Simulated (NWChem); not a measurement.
System: AlH2O2 cation; SMILES [OH][Al+][OH]

Input file for NWChem:

```
start job
memory heap 200 mb stack 900 mb global 1100 mb
charge 1
geometry units angstroms noautosym nocenter noautoz
  Al    -0.006542     0.115062     0.013831
  O      1.166123     0.310029    -1.054658
  H      1.867487     0.426731    -1.694177
  O     -1.179019    -0.078985     1.082629
  H     -1.880583    -0.195921     1.721951
end
basis spherical
  * library 6-31g*
end
dft
  xc b3lyp
  iterations 150
end
property
  shielding 3 1 2 3
end
task dft property
```

Geometry: optimised at PBE0/def2-SVP. B3LYP is NWChem's, with the RPA form of VWN correlation.

GIAO values for the isolated, static molecule; σ is the absolute isotropic shielding, δ = σ(reference) − σ with the isolated reference molecule computed at the same levels (1H: tetramethylsilane, 17O: water).

Atoms are numbered as in the input.

Question: Predict the main results of this run. (B3LYP/6-31G* (spherical d), GIAO.) Quantities: σ Al1 (ppm); δ O2 (ppm); δ H3 (ppm).

Answer: 
- σ Al1 (ppm): 588.7
- δ O2 (ppm): -39.6
- δ H3 (ppm): 3.60
